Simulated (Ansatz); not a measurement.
Mulliken charges of `NC1(F)BN1` from PBE/def2-TZVPP in Ansatz (PBE0-D4/def2-TZVP geometry).

| atom | x (Å) | y (Å) | z (Å) | charge (e) |
| --- | --- | --- | --- | --- |
| N1 | -0.576 | 0.299 | 1.221 | -0.299 |
| C2 | 0.281 | 0.087 | 0.128 | 0.187 |
| F3 | 1.458 | 0.844 | 0.243 | -0.203 |
| B4 | 0.268 | -1.103 | -0.860 | -0.116 |
| N5 | -0.238 | 0.108 | -1.193 | -0.079 |
| H6 | -0.679 | 1.288 | 1.426 | 0.138 |
| H7 | -0.219 | -0.158 | 2.049 | 0.164 |
| H8 | 0.478 | -2.200 | -1.246 | 0.029 |
| H9 | -0.685 | 0.788 | -1.785 | 0.179 |

**Question.** By hand: the dipole of these point charges (1 e Å = 4.8032 D).

**Answer.** Σ q r = (-0.322, 0.104, -0.019) e Å, of length 0.339 e Å = 1.63 D.

**Question.** How does the dipole of the full density compare? (An estimate is asked.)

**Answer.** Ansatz gave: (-0.254, 0.109, -0.051) e Å, 1.35 D; the point charges give 1.21 times that, at 9° from its direction.

Point charges leave out the atoms' own dipoles, such as those of lone pairs, and Mulliken's split depends on the basis, so the two needn't agree.
